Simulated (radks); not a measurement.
Question: Tc4+, 39 electrons, occupied as [Kr] 4d3. Method: scalar-relativistic Kohn-Sham, PBEsol, spin-polarised, spherical densities, finite nucleus; open shells are filled with parallel spins first (spin-orbit coupling, left out, can overturn this in heavy ions); Fermi nuclear charge, rms radius 4.4112 fm; computed with a radial shooting solver on a logarithmic mesh with Libxc functionals. Some entries of the table are withheld. Estimate them.

orbital,occ.,eigenvalue (eV),<1/r> (bohr^-1),<r^2> (bohr^2)
1s down,1,-20902.69,44.68,0.001588
1s up,1,-20902.68,44.68,0.001588
2s up,1,-3023.585,10.08,0.02640
2s down,1,-3023.096,10.08,0.02640
2p up,3,-2711.641,9.790,0.02078
2p down,3,-2711.271,9.791,0.02077
3s up,1,-565.4575,3.479,0.1978
3s down,1,-565.1766,3.478,0.1977
3p up,3,-463.1037,3.312,0.2018
3p down,3,-462.7878,3.312,0.2016
3d up,5,-297.4147,3.083,(1)
3d down,5,-296.9436,3.083,(2)
4s up,1,-120.1202,1.307,1.234
4s down,1,-117.6826,1.315,1.224
4p up,3,-91.5929,1.176,1.487
4p down,3,-88.9754,1.183,1.477
4d up,3,-50.2516,0.9132,2.389
4d down,0,-47.4773,0.9134,2.415

Answer: 
(1) 3d up <r^2> (bohr^2): 0.1910
(2) 3d down <r^2> (bohr^2): 0.1907
